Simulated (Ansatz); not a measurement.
Reaction (hydrogenolysis of the Al–Br bond): `C[CH]1[O][Al]1[Br]` + H₂ → `C[CH]1[O][AlH]1` + HBr

Computed with Ansatz on PBE0-D4/def2-TZVP structures; ΔE is electronic, products minus reactants. CCSD(T)/CBS adds triple-zeta CCSD(T) − MP2 to the extrapolated MP2 energy (def2 sets, frozen cores). This one scheme is used for every species. DFT in def2-TZVPP. For Br outer-core shells are correlated without core-valence functions, which leaves a few kJ/mol of doubt a bond. Scalar relativity is left out up to krypton.

`C[CH]1[O][Al]1[Br]`:

Cartesian coordinates in Å:
```
C 0.117 -1.244 0.372
C 0.523 0.085 -0.186
O 0.342 1.223 0.769
Al -0.595 1.545 -0.609
Br -2.005 3.107 -1.332
H 0.212 -2.019 -0.393
H -0.911 -1.250 0.739
H 0.772 -1.515 1.209
H 1.545 0.068 -0.569
```

H₂:

Cartesian coordinates in Å:
```
H 0.039 -0.213 -0.304
H -0.039 0.213 0.304
```

`C[CH]1[O][AlH]1`:

Cartesian coordinates in Å:
```
C -0.638 -1.051 0.195
C -0.224 0.251 -0.427
O -0.192 1.386 0.532
Al 1.377 1.212 -0.118
H -1.673 -0.992 0.552
H -0.010 -1.328 1.045
H -0.582 -1.856 -0.543
H -0.847 0.499 -1.289
H 2.789 1.880 0.054
```

HBr:

Z-matrix (Å, degrees):
```
Br
H 1 1.420
```

Question: Is it downhill or uphill in electronic energy at CCSD(T)/CBS, and by how much? (Best estimate.)

Answer: The calculation gave: Uphill: ΔE = +136.1 kJ/mol.

Question: What do these levels give: LDA (SPW92), B97M-V, ωB97X-V, r2SCAN, PBE0, CCSD/def2-SVP? (Best estimate.)

Answer: Computed: LDA (SPW92) 124.1, B97M-V 123.1, ωB97X-V 130.3, r2SCAN 139.9, PBE0 130.3, CCSD/def2-SVP 122.5 kJ/mol.

Question: What do rigid-rotor, harmonic-oscillator terms from PBE0-D4/def2-TZVP frequencies (298.15 K, 1 bar) make of the CCSD(T)/CBS value? (Best estimate.)

Answer: Ansatz gave: ΔZPE = +3.0 kJ/mol, ΔH = +135.9 kJ/mol, ΔS = 20 J/(mol·K), ΔG = +129.9 kJ/mol.

Largest T1 diagnostic among the species: 0.016.

The D4 term adds +5.0 kJ/mol with B3LYP and +2.9 kJ/mol with PBE0; it sums over pairs of atoms, weighted by their polarisabilities, and B3LYP, whose exchange is more repulsive, gets the larger term. From BLYP to BHLYP (50 % exact exchange), in def2-TZVPP and without D4, ΔE moves by +4.0 kJ/mol.

B3LYP here is the variant with VWN-RPA as its local correlation; programs differ in this.
